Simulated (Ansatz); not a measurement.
`[CH3][Ge][OH]` + HBr → `[OH][Ge][Br]` + CH₄ at 500 K and 1 bar (ligand exchange at a Ge–C bond).

Program: Ansatz. Geometries: PBE0-D4/def2-TZVP. ΔE: electronic, gas phase. CBS: MP2 limit from def2 TZ/QZ plus the TZ coupled-cluster correction, frozen cores. This one scheme is used for every species. For Br, Ge outer-core shells are correlated without core-valence functions, which leaves a few kJ/mol of doubt a bond. Scalar relativity is left out up to krypton. Each species was taken in one conformer, which may not be the lowest.

```tsv
species	CCSD(T)/CBS energy (Eh)	H − E (kJ/mol)	S (J/(mol·K))
`[CH3][Ge][OH]`	-2191.75471	161.1	346.9
HBr	-2573.91920	30.5	213.7
`[OH][Ge][Br]`	-4725.27533	64.5	337.5
CH₄	-40.46206	135.6	206.8
```

H − E and S are ideal-gas, rigid-rotor, harmonic terms from PBE0-D4/def2-TZVP, for one conformer and one mirror image of each species. 1 Eh = 2625.50 kJ/mol, R = 8.31446 J/(mol·K).

Problem. By hand: ΔE, ΔH, ΔS and ΔG.

Solution. ΔE = (-4725.27533) + (-40.46206) − (-2191.75471) − (-2573.91920) = -0.06348 Eh = -166.7 kJ/mol. Δ(H − E) = 64.5 + 135.6 − 161.1 − 30.5 = 8.5, so ΔH = -158.2 kJ/mol. ΔS = 337.5 + 206.8 − 346.9 − 213.7 = -16.3 J/(mol·K). ΔG = -158.2 − 500 × (-16.3)/1000 = -150.0 kJ/mol.

Problem. By hand: the equilibrium constant, and the temperature at which ΔG would vanish if ΔH and ΔS stayed fixed.

Solution. log₁₀ K = −ΔG/(RT ln 10) = 15.7. ΔG = 0 at ΔH/ΔS = 9706 K, far beyond where these terms or the molecules hold.

ΔH outweighs TΔS. A doubt of 5 kJ/mol in ΔE shifts log₁₀ K by 0.5 here. Other conformers and mirror images would add mixing entropy, several J/(mol·K) or more a flexible species. These are equilibria of isolated gas molecules and say nothing of rates. Largest T1 diagnostic: 0.014 (customary marks: 0.02 for closed shells, 0.045 for open ones).
